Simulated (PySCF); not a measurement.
B3LYP has the VWN-RPA correlation part, as in Gaussian. Delta-SCF ions had no search for a lower state. Excitations are Tamm–Dancoff values on a coarser integration grid. The basis has no diffuse functions, so Rydberg states are missing or too high.

Cartesian coordinates (Å):
```xyz
13

C      2.2318     0.3517     0.1419
C      1.1983    -0.4253    -0.1511
C     -0.0234    -0.5915     0.7085
C     -1.2881    -0.2233    -0.0152
C     -2.1453     0.7073     0.3811
H      3.0857     0.4337    -0.5183
H      2.2608     0.9358     1.0550
H      1.2051    -0.9909    -1.0795
H     -0.0919    -1.6429     1.0181
H      0.0748     0.0049     1.6181
H     -1.4862    -0.7721    -0.9325
H     -3.0409     0.9318    -0.1838
H     -1.9807     1.2808     1.2865
```
Charge 0, spin multiplicity 1.

What vertical ionisation energy (Delta-SCF), T1 excitation (TDA) and S1 oscillator strength does PySCF 2.14.0 with B3LYP-D3(BJ)/def2-TZVP give?


The vertical ionisation energy (Delta-SCF) is 9.35 eV, the T1 excitation (TDA) comes out as 4.45 eV and the S1 oscillator strength is 0.079.
